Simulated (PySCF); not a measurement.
WF5, SMILES [F][W]([F])([F])([F])[F] (connectivity only; charge and spin as stated), neutral, multiplicity 2.

Coordinates come from a r2SCAN-D4/def2-SVP optimisation. The spin state was assumed, not searched. The isomer is the one that the SMILES or the coordinates give; other isomers of the formula were not compared. The def2 effective core potentials stand for the cores of W; spin–orbit coupling is left out.

The numbers are results of r2SCAN-D4/def2-SVP run with PySCF, not measurements.

Frequencies are harmonic and unscaled.

```tsv
mode	ν (cm⁻¹)	IR (km/mol)	moving atoms (share of kinetic energy)
1	77	0.6	F 100 %
2	78	1.8	F 99 %
3	183	20.4	F 78 %, W 22 %
4	195	20.2	F 84 %, W 16 %
5	223	26.4	F 85 %, W 15 %
6	257	3.4	F 99 %
7	326	3.2	F 98 %
8	636	0.0	F 100 %
9	678	142.7	F 88 %, W 12 %
10	704	191.5	F 85 %, W 15 %
11	729	130.1	F 88 %, W 12 %
12	739	47.3	F 95 %
```
